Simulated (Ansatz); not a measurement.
`BCCCCl` and `ClCCI` differ in one atom or group.

Ansatz, PBE0-D4/def2-TZVP geometries, multiplicity 1. Each molecule was computed in one conformer, which needn't be the lowest.

Elements past krypton have def2 core potentials.

```json
{"property": "LUMO energy (PBE/def2-TZVPP) / eV", "`BCCCCl`": "-2.35"}
{"property": "HOMO–LUMO gap (PBE/def2-TZVPP) / eV", "`BCCCCl`": "4.61"}
{"property": "HOMO energy (PBE/def2-TZVPP) / eV", "`BCCCCl`": "-6.95"}
{"property": "HOMO–LUMO gap (B3LYP/def2-TZVPP) / eV", "`BCCCCl`": "6.53"}
{"property": "LUMO energy (B3LYP/def2-TZVPP) / eV", "`BCCCCl`": "-1.56"}
{"property": "HOMO energy (B3LYP/def2-TZVPP) / eV", "`BCCCCl`": "-8.09"}
```

Problem. Give the same properties after the change, and the shifts. (Best estimate.)

Solution. Computed: 
| property | `ClCCI` | shift |
| --- | --- | --- |
| LUMO energy (PBE/def2-TZVPP) / eV | -2.03 | 0.32 |
| HOMO–LUMO gap (PBE/def2-TZVPP) / eV | 4.40 | -0.21 |
| HOMO energy (PBE/def2-TZVPP) / eV | -6.42 | 0.53 |
| HOMO–LUMO gap (B3LYP/def2-TZVPP) / eV | 6.00 | -0.53 |
| LUMO energy (B3LYP/def2-TZVPP) / eV | -1.34 | 0.22 |
| HOMO energy (B3LYP/def2-TZVPP) / eV | -7.34 | 0.75 |

With PBE0 the HOMO rises by 0.76 eV and the LUMO rises by 0.22 eV, so the gap narrows by about 0.54 eV. PBE moves the HOMO by 0.53 eV and ωB97M-V by 0.90 eV.

B3LYP here is the variant with VWN-RPA as its local correlation; programs differ in this.

Spin–orbit coupling is left out; it splits and shifts lone-pair levels of the heavy atoms by tenths of an eV.
